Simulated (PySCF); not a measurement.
A calculated (UHF, PySCF 2.14, aug-cc-pVQZ with one added diffuse shell each of s, p, d, f, g type, the non-relativistic Hamiltonian (point nucleus)) atom or ion has these occupied shells.

```csv
shell,electrons,orbital energy (eV),"rms radius, mean of both spins (bohr)"
1s α,1,-209.91,0.379
1s β,1,-207.94,0.379
2s α,1,-17.525,2.08
2p α,2,-9.698,2.36
```

(1) Name the element and its charge.

## Answers

(1) B (boron, neutral), in [He] 2s1 2p2, high-spin 4P determinant (an excited configuration).
